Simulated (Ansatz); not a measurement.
Reaction (substitution at a C–O bond): `C=CO[Si](F)(F)F` + `CN[SiH2]Cl` → `C=CN(C)[SiH2]Cl` + `O[Si](F)(F)F`

Isolated molecules relaxed with PBE0-D4/def2-TZVP in Ansatz; ΔE leaves out vibrations. CBS: MP2 limit from def2 TZ/QZ plus the TZ coupled-cluster correction, frozen cores. DFT in def2-TZVPP. B3LYP here is the variant with VWN-RPA as its local correlation; programs differ in this. One conformer a species, not always the lowest.

`C=CO[Si](F)(F)F`:

Cartesian coordinates in Å:
```
C 0.379 1.577 -0.313
C 1.137 0.496 -0.248
O 0.708 -0.770 0.023
Si -0.772 -1.321 0.329
F -0.651 -2.863 0.565
F -1.397 -0.660 1.607
F -1.757 -1.066 -0.865
H 0.838 2.529 -0.537
H -0.693 1.558 -0.150
H 2.208 0.518 -0.411
```

`CN[SiH2]Cl`:

```xyz
10

C    -1.090    0.323    0.838
N    -0.508    0.012   -0.453
Si    1.162   -0.122   -0.729
Cl    2.061   -1.767    0.161
H    -1.284   -0.567    1.448
H    -2.027    0.872    0.719
H    -0.406    0.965    1.399
H    -1.125   -0.504   -1.061
H     1.377   -0.264   -2.185
H     1.840    1.052   -0.137
```

`C=CN(C)[SiH2]Cl`:

```xyz
14

C    -2.173    0.260   -0.093
C    -1.090   -0.372    0.360
N     0.229    0.007    0.173
C     0.471    1.203   -0.606
Si    1.527   -1.038    0.580
Cl    2.139   -2.225   -0.992
H    -2.125    1.157   -0.695
H    -3.152   -0.130    0.145
H    -1.204   -1.275    0.954
H     1.542    1.409   -0.647
H     0.101    1.095   -1.631
H    -0.028    2.063   -0.149
H     2.699   -0.214    0.945
H     1.065   -1.939    1.656
```

`O[Si](F)(F)F`:

Cartesian coordinates in Å:
```
O 0.981 -0.657 -0.478
Si -0.148 0.239 0.226
F -1.276 -0.630 0.891
F -0.860 1.209 -0.786
F 0.550 1.094 1.336
H 0.752 -1.254 -1.190
```

(1) Is it downhill or uphill in electronic energy at CCSD(T)/CBS, and by how much? (Best estimate.)

(2) What do these levels give: PBE-D4, r2SCAN-D4, PBE0-D4, ωB97X-V, B2PLYP, r2SCAN, B3LYP, MP2/def2-TZVPP, SCS-MP2/def2-TZVPP, CCSD(T)/def2-TZVPP, HF/def2-QZVPP, MP2/def2-QZVPP? (An estimate is asked.)

Largest T1 diagnostic among the species: 0.012.

Results:

(1) Computed: Downhill: ΔE = -11.4 kcal/mol.

(2) Computed: PBE-D4 -11.1, r2SCAN-D4 -10.9, PBE0-D4 -11.2, ωB97X-V -9.8, B2PLYP -10.5, r2SCAN -10.7, B3LYP -9.0, MP2/def2-TZVPP -13.6, SCS-MP2/def2-TZVPP -11.7, CCSD(T)/def2-TZVPP -11.3, HF/def2-QZVPP -6.8, MP2/def2-QZVPP -13.6 kcal/mol.

In def2-TZVPP, CCSD(T) changes the Hartree–Fock value by −4.3 kcal/mol (the triples alone add −0.7 kcal/mol) and MP2 by −6.6 kcal/mol. The D4 term adds −1.0 kcal/mol with B3LYP and −0.6 kcal/mol with PBE0; it sums over pairs of atoms, weighted by their polarisabilities, and B3LYP, whose exchange is more repulsive, gets the larger term.
